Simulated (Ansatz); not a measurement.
Calculated with Ansatz (gas phase, PBE0-D4/def2-TZVP geometries, no zero-point term in ΔE). CBS: MP2 limit from def2 TZ/QZ plus the TZ coupled-cluster correction, frozen cores. Functionals use def2-TZVPP. For Ge outer-core shells are correlated without core-valence functions, which leaves a few kJ/mol of doubt a bond. Scalar relativity is left out up to krypton. One conformer a species, not always the lowest.

Reaction (redistribution): `[SiH3][SiH2][GeH2][GeH2][SiH2][GeH3]` + `BS[SiH3]` → `[GeH3][SiH2][GeH2][GeH3]` + `BS[SiH2][SiH2][SiH3]`

```tsv
level	ΔE (kJ/mol)
r2SCAN-D4	16.9
BHLYP-D4	23.0
CAM-B3LYP-D4	19.8
revPBE	10.1
BLYP	13.8
CCSD(T)/def2-TZVPP	22.4
MP2/CBS(def2)	26.4
CCSD/CBS(def2)	22.0
```

Problem. What does CCSD(T)/CBS give? (Estimate.)

Solution. Ansatz gave: +22.3 kJ/mol. The listed levels differ from it by -5.4, 0.7, -2.5, -12.2, -8.5, 0.1, 4.1, -0.3 kJ/mol.

Largest T1 diagnostic among the species: 0.015.

In def2-TZVPP, CCSD(T) changes the Hartree–Fock value by +4.7 kJ/mol (the triples alone add +0.3 kJ/mol) and MP2 by +8.9 kJ/mol. From BLYP to BHLYP (50 % exact exchange), in def2-TZVPP and without D4, ΔE moves by +3.5 kJ/mol.
